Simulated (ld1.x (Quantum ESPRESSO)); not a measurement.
## What the settings do to the TM semilocal potential of H (Z = 1)

Base potential:

| Quantity | Value |
| --- | --- |
| Element | hydrogen |
| Generator | ld1.x (Quantum ESPRESSO) 7.5 |
| Type | norm-conserving Troullier–Martins (semilocal form) |
| Functional | PBE |
| Relativity | non-relativistic |
| Frozen core | none |
| Valence charge | 1 |
| Reference configuration | 1s1 |
| Partial waves | 1s (bound): rc 1.00 bohr |
| Local potential | the s channel |
| Core correction | none |

Cutoffs, loose and tight: the cutoffs (Ry, on a coarse ladder) from which the occupation-weighted sum of valence levels, in a spherical-Bessel basis at the reference potential, stays within 10 and 1 mRy of its value at 400 Ry. They do not see the model core or the augmentation charge, which bear on the density cutoff. Test errors are all-electron minus pseudo excitation energies from the reference, over the configurations 1s0.5. A dash means not determined; rows that change the core or the reference have their own tests.

In the semilocal form every listed channel keeps its own potential, so the choice of the local channel does not act on these tests. It acts once the file is put into the separable form.

A semilocal file is local in each channel, so a ghost entry of none says nothing of the separable form that plane-wave codes build from it.

| change | outcome | cutoff, loose | cutoff, tight | bound ghosts |
| --- | --- | --- | --- | --- |
| base | generated | 25 Ry | 50 Ry | none |
| wave 1s (bound): rc 1.00 bohr becomes 1s (bound): rc 1.16 bohr | generated | 21 Ry | 40 Ry | none |
| wave 1s (bound): rc 1.00 bohr becomes 1s (bound): rc 1.18 bohr | generated | 21 Ry | 40 Ry | none |

**Question.** What comes out with this change to the base: type PAW, which also changes the form from semilocal to separable; waves now 1s (bound): rcut 0.85, rcutus 1.00 bohr; 1s channel at 0.35 Ry: rcut 0.85, rcutus 1.00 bohr; local potential all-electron potential smoothed inside 0.95 bohr (lloc = -1); augmentation PSQ, inside the norm-conserving radii?

**Answer.** outcome: generated; cutoff, loose: 18 Ry; cutoff, tight: 35 Ry; bound ghosts: none.

**Question.** What comes out with this change to the base: reference 1s0.5?

**Answer.** outcome: generated; cutoff, loose: 21 Ry; cutoff, tight: 45 Ry; bound ghosts: none.
